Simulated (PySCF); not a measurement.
Cartesian coordinates (Å):
```xyz
11

Zr     0.0009    -0.2070    -0.0228
F      0.8732     1.4868    -0.4018
N      0.3494    -0.8331     1.8976
H     -0.3432    -1.1665     2.5788
H      1.2465    -0.7228     2.3905
N     -2.0320    -0.0861    -0.2540
H     -2.6396    -0.7247    -0.7814
H     -2.5988     0.7265     0.0258
N      0.6615    -1.6919    -1.2713
H      0.9773    -2.6339    -1.0109
H      0.8765    -1.5534    -2.2687
```
Charge 0, spin multiplicity 1.

Problem. What dipole moment, HOMO, LUMO, charge on the central atom (Mulliken) and HOMO–LUMO gap does TPSSh-D3(BJ)/def2-TZVP // BP86-D3(BJ)/def2-SVP run with PySCF 2.14.0 give?

Solution. 
```
Property                                 Result
-------------------------------------  --------
dipole moment                            1.88 D
HOMO                                   -6.27 eV
LUMO                                   -0.55 eV
charge on the central atom (Mulliken)    1.72 e
HOMO–LUMO gap                           5.73 eV
```
